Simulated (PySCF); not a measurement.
Potential energy of CaGa along the bond

Set-up: PySCF, spin-free X2C with a Gaussian nucleus, basis sets Ca x2c-SVPall, Ga x2c-SVPall. Energies in eV from Ca + Ga in their ground configurations at the same level. State: ²Π (doublet), unpaired electrons π ↑.

All columns are PBE0. A positive dipole means Ca(−)Ga(+).

```json
{"R (Å)": "2.678", "E (eV)": "-0.305", "μ (D)": "-2.11", "Mulliken charge on Ca (basis-dependent)": "0.06", "HOMO (eV)": "-4.10", "LUMO (eV)": "-2.38", "Mayer bond order": "1.25", "⟨S²⟩": "1.02"}
{"R (Å)": "2.803", "E (eV)": "-0.475", "μ (D)": "-2.25", "Mulliken charge on Ca (basis-dependent)": "0.07", "HOMO (eV)": "-3.96", "LUMO (eV)": "-2.26", "Mayer bond order": "1.21", "⟨S²⟩": "1.00"}
{"R (Å)": "2.927", "E (eV)": "-0.567", "μ (D)": "-2.35", "Mulliken charge on Ca (basis-dependent)": "0.07", "HOMO (eV)": "-3.85", "LUMO (eV)": "-2.16", "Mayer bond order": "1.17", "⟨S²⟩": "0.97"}
{"R (Å)": "3.021", "E (eV)": "-0.598", "μ (D)": "-2.39", "Mulliken charge on Ca (basis-dependent)": "0.08", "HOMO (eV)": "-3.77", "LUMO (eV)": "-2.10", "Mayer bond order": "1.12", "⟨S²⟩": "0.96"}
{"R (Å)": "3.114", "E (eV)": "-0.606", "μ (D)": "-2.43", "Mulliken charge on Ca (basis-dependent)": "0.08", "HOMO (eV)": "-3.71", "LUMO (eV)": "-2.04", "Mayer bond order": "1.08", "⟨S²⟩": "0.94"}
{"R (Å)": "3.207", "E (eV)": "-0.597", "μ (D)": "-2.44", "Mulliken charge on Ca (basis-dependent)": "0.09", "HOMO (eV)": "-3.65", "LUMO (eV)": "-1.99", "Mayer bond order": "1.02", "⟨S²⟩": "0.92"}
{"R (Å)": "3.332", "E (eV)": "-0.567", "μ (D)": "-2.43", "Mulliken charge on Ca (basis-dependent)": "0.09", "HOMO (eV)": "-3.59", "LUMO (eV)": "-1.99", "Mayer bond order": "0.95", "⟨S²⟩": "0.89"}
{"R (Å)": "3.488", "E (eV)": "-0.513", "μ (D)": "-2.40", "Mulliken charge on Ca (basis-dependent)": "0.09", "HOMO (eV)": "-3.54", "LUMO (eV)": "-2.02", "Mayer bond order": "0.84", "⟨S²⟩": "0.86"}
{"R (Å)": "3.675", "E (eV)": "-0.437", "μ (D)": "-2.31", "Mulliken charge on Ca (basis-dependent)": "0.09", "HOMO (eV)": "-3.50", "LUMO (eV)": "-2.04", "Mayer bond order": "0.71", "⟨S²⟩": "0.82"}
{"R (Å)": "3.924", "E (eV)": "-0.339", "μ (D)": "-2.14", "Mulliken charge on Ca (basis-dependent)": "0.09", "HOMO (eV)": "-3.48", "LUMO (eV)": "-2.04", "Mayer bond order": "0.54", "⟨S²⟩": "0.79"}
```

A fit through these points gives, at Re = 3.107 Å, μ = -2.42 D and dμ/dR = -0.252 D/Å; the reduced mass is 25.3 u.

How strong is the fundamental in the double-harmonic approximation, I = 42.26·(dμ/dR)²/μred km/mol?

I = 42.26·(-0.252)²/25.3 = 0.106 km/mol at PBE0.

⟨S²⟩ is raised (CaGa 0.94), so spin contamination touches these numbers. Spin–orbit coupling is left out. The state is the lowest determinant that a PBE0 search found; another state may lie lower at other levels.
